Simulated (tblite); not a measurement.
Species: C₄H₇BNP (charge +1 and doublet state).
Bonds: P1–B2, B2–N3, N3–C4 (aromatic), C4–C5 (aromatic), C5–C6 (aromatic), C6–C7 (aromatic), N3–C7 (aromatic). Hydrogens: H8, H9 on P1; H10 on B2; H11 on C4; H12 on C5; H13 on C6; H14 on C7.
Bond orders are those of one Lewis drawing.

Computed with GFN2-xTB (tblite), gas phase: L-BFGS steps from a force-field or distance-geometry start until the largest atomic force falls under 0.01 eV/Å.

The end geometry, which sets the zero of energy:
```
atom  x, y, z in Å
P1      2.7003    0.5793   -0.1112
B2      1.3336   -0.3810    0.6830
N3     -0.0100   -0.1866    0.3092
C4     -1.0864   -0.9208    0.7407
C5     -2.2289   -0.4595    0.1396
C6     -1.8511    0.6221   -0.7098
C7     -0.5082    0.7650   -0.5939
H8      2.6332    0.9028   -1.4516
H9      3.9682    0.0720    0.0782
H10     1.6034   -1.1272    1.5400
H11    -0.9648   -1.7213    1.4431
H12    -3.2235   -0.8309    0.2872
H13    -2.5120    1.2047   -1.3197
H14     0.1455    1.4809   -1.0572
```

**Question.** These geometries come from the run, each turned onto the end geometry. Order them by energy, lowest first.
A.
```
atom  x, y, z in Å
P1      2.6903    0.5791   -0.1305
B2      1.3365   -0.3595    0.7168
N3     -0.0071   -0.1718    0.3365
C4     -1.0822   -0.9243    0.7351
C5     -2.2191   -0.4678    0.1180
C6     -1.8398    0.6325   -0.7047
C7     -0.5006    0.7874   -0.5647
H8      2.5706    0.7976   -1.4891
H9      3.9664    0.0839    0.0407
H10     1.6032   -1.0899    1.5884
H11    -0.9654   -1.7438    1.4162
H12    -3.2084   -0.8639    0.2306
H13    -2.4966    1.2157   -1.3172
H14     0.1516    1.5245   -0.9986
```
B.
```
atom  x, y, z in Å
P1      2.7757    0.2316   -0.2093
B2      1.3591   -0.0201    1.0787
N3      0.0817    0.0174    0.5038
C4     -0.9036   -0.9215    0.7171
C5     -1.9951   -0.6197   -0.0446
C6     -1.6803    0.5647   -0.7614
C7     -0.4044    0.9128   -0.4486
H8      2.5451    1.2549   -1.1004
H9      2.5008   -0.8941   -0.9735
H10     1.5410   -0.4593    2.1471
H11    -0.7527   -1.7874    1.3273
H12    -2.9221   -1.1558   -0.0941
H13    -2.3282    1.1147   -1.4083
H14     0.1823    1.7615   -0.7563
```
C.
```
atom  x, y, z in Å
P1      2.7121    0.4410   -0.1436
B2      1.3272   -0.2666    0.9341
N3      0.0010    0.0325    0.5975
C4     -1.0422   -0.8117    0.8670
C5     -2.0548   -0.5659   -0.0204
C6     -1.6581    0.5168   -0.8518
C7     -0.4292    0.8908   -0.4317
H8      2.2700    1.2941   -1.1501
H9      3.3499   -0.5703   -0.8526
H10     1.5475   -1.0452    1.7759
H11    -0.9752   -1.5501    1.6373
H12    -2.9765   -1.0952   -0.0761
H13    -2.2298    0.9808   -1.6276
H14     0.1574    1.7485   -0.6803
```
D.
```
atom  x, y, z in Å
P1      2.6565    0.5190   -0.1753
B2      1.3365   -0.3111    0.8461
N3     -0.0194   -0.0936    0.5269
C4     -1.0997   -0.8789    0.8271
C5     -2.1639   -0.5056    0.0427
C6     -1.7389    0.5722   -0.7798
C7     -0.4602    0.8271   -0.4414
H8      2.3617    1.1006   -1.4013
H9      3.7952   -0.2203   -0.4017
H10     1.6450   -1.0746    1.6781
H11    -1.0389   -1.6833    1.5326
H12    -3.1449   -0.9235    0.0384
H13    -2.3130    1.0674   -1.5314
H14     0.1832    1.6042   -0.7834
```
E.
```
atom  x, y, z in Å
P1      2.6527    0.5638   -0.1709
B2      1.3424   -0.3363    0.7931
N3     -0.0156   -0.1587    0.4465
C4     -1.1025   -0.9294    0.7717
C5     -2.2049   -0.4894    0.0750
C6     -1.7838    0.6121   -0.7291
C7     -0.4649    0.7975   -0.4907
H8      2.4519    0.9177   -1.4946
H9      3.8852   -0.0402   -0.1416
H10     1.7108   -1.0497    1.6431
H11    -1.0272   -1.7478    1.4636
H12    -3.2193   -0.8467    0.1068
H13    -2.4134    1.1482   -1.4155
H14     0.1878    1.5583   -0.8797
```

**Answer.** A (0.003 eV), E (0.050 eV), D (0.102 eV), C (0.260 eV), B (0.571 eV).

In the order of the answer:

| step | E above end (eV) | largest force (eV/Å) | rms force component (eV/Å) | rms distance from end (Å) | rms bond change (Å) | bond most changed (Å) |
| --- | --- | --- | --- | --- | --- | --- |
| 77 | 0.003 | 0.05 | 0.019 | 0.053 | 0.001 | P1–B2 +0.003 |
| 55 | 0.050 | 0.27 | 0.084 | 0.145 | 0.005 | P1–B2 +0.010 |
| 51 | 0.102 | 0.33 | 0.097 | 0.260 | 0.006 | P1–B2 +0.015 |
| 41 | 0.260 | 0.32 | 0.097 | 0.486 | 0.013 | P1–B2 +0.043 |
| 22 | 0.571 | 0.54 | 0.159 | 0.689 | 0.022 | P1–B2 +0.082 |

The cost below is that of the whole relaxation. Time: 0.82 s. Hardware: Arm Neoverse V1, one thread, shared host.
